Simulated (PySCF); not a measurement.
C3H8SeSi.
Bonds: C1–C2 (double), C2–C3, C3–Se4, Se4–Si5. Hydrogens: H6, H7 on C1; H8 on C2; H9, H10 on C3; H11, H12, H13 on Si5.

The calculation used PySCF, PBE0-D3(BJ)/def2-SVP geometry optimisation, gas phase.

Some entries are withheld. Bonds in one row agree within 0.01 Å.

```csv
coordinate,value
C1=C2,?
C2–C3,1.487 Å
C3–Se4,?
Se4–Si5,?
C1–H6,1.095 Å
C1–H7,1.093 Å
C2–H8,1.097 Å
"C3–H9, C3–H10",1.100 Å
"Si5–H11, Si5–H12, Si5–H13",1.494 Å
C2–C1–H6,121.4°
C2–C1–H7,?
H6–C1–H7,?
C1–C2–C3,124.5°
C1–C2–H8,119.2°
C3–C2–H8,116.3°
C2–C3–Se4,112.9°
C2–C3–H9,112.3°
Se4–C3–H9,107.0°
Se4–C3–H10,104.5°
H9–C3–H10,108.0°
C3–Se4–Si5,97.5°
Se4–Si5–H11,?
Se4–Si5–H12,?
Se4–Si5–H13,?
H11–Si5–H12,107.9°
```

Fill in the missing values.

- C1=C2 = 1.334 Å, drawn double (terminal =CH2 carbon to alkene CH carbon); 0.13 Å below the sum of covalent radii, 1.46 Å.
- C3–Se4 = 1.985 Å, drawn single (ends: sp3 carbon bound to selenium; selenium bonded to C and Si); 0.03 Å above the sum of covalent radii, 1.96 Å.
- Se4–Si5 = 2.273 Å, drawn single (ends: selenium bonded to C and Si; SiH3 silicon); 0.04 Å below the sum of covalent radii, 2.31 Å.
- C2–C1–H7 = 121.4°, at the terminal =CH2 carbon; the outer atoms are 2.120 Å apart.
- H6–C1–H7 = 117.2°, at the terminal =CH2 carbon; the outer atoms are 1.867 Å apart.
- Se4–Si5–H11 = 112.6°, at the SiH3 silicon; the outer atoms are 3.164 Å apart.
- Se4–Si5–H12 = 110.7°, at the SiH3 silicon; the outer atoms are 3.131 Å apart.
- Se4–Si5–H13 = 105.9°, at the SiH3 silicon; the outer atoms are 3.041 Å apart.

Radii are Cordero's, carbon taken as 0.76, 0.73 or 0.69 Å for four, three, and two or fewer neighbours.

Whether it is a minimum is left open (no frequencies). The numbers are those of one conformer (C1–C2–C3–Se4 111°, C2–C3–Se4–Si5 79°).
